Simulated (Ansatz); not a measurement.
Ideal-gas functions of F$_{3}$HNSi (`[NH][Si](F)(F)F`) radical at 500 K and 1 bar, from an Ansatz frequency run at PBE0-D4/def2-TZVP.

Molar mass 100.1 g/mol, point group Cs (symmetry number 1), electronic degeneracy 2, moments of inertia 123.478, 125.277, 126.359 u Å². Harmonic wavenumbers (cm⁻¹, unscaled): 77, 245, 249, 344, 344, 384, 740, 803, 956, 994, 1016, 3509.

Use S(trans) = R[1.5 ln M + 2.5 ln T − 1.1517]; rotational temperatures θ = 24.2544 K / I; S(rot) = R[ln(√π/σ · √(T³/θAθBθC)) + 1.5]; for each mode x = 1.438777 ν̃/T, S = R[x/(eˣ − 1) − ln(1 − e⁻ˣ)] and H = RT x/(eˣ − 1); 1 cm⁻¹ = 0.0119627 kJ/mol; R = 8.31446 J/(mol·K).

By hand: the entropy, in J/(mol·K).

Translation 177.0. Rotation: θ = 0.1964, 0.1936, 0.1919 K, giving 115.2. Vibration, mode by mode: 20.86, 11.39, 11.26, 8.73, 8.73, 7.89, 3.44, 2.98, 2.11, 1.93, 1.84, 0.00, in all 81.2. Electronic 5.8. Sum 379.2 J/(mol·K).

By hand: H − E and G − E in kJ/mol, counted from the electronic energy.

Zero-point energy ½ × 9661 × 0.0119627 = 57.8; thermal vibration 21.0; translation, rotation and pV give 4 RT = 16.6. H − E = 95.4 kJ/mol, and G − E = 95.4 − 500 × 379.2/1000 = -94.2 kJ/mol.

Vibration gives 21 % of the entropy, 20.9 J/(mol·K) of it from the mode under 150 cm⁻¹: soft modes count most, and the harmonic formula is weakest for them. The sum counts one conformer and one mirror image; others add a mixing term.
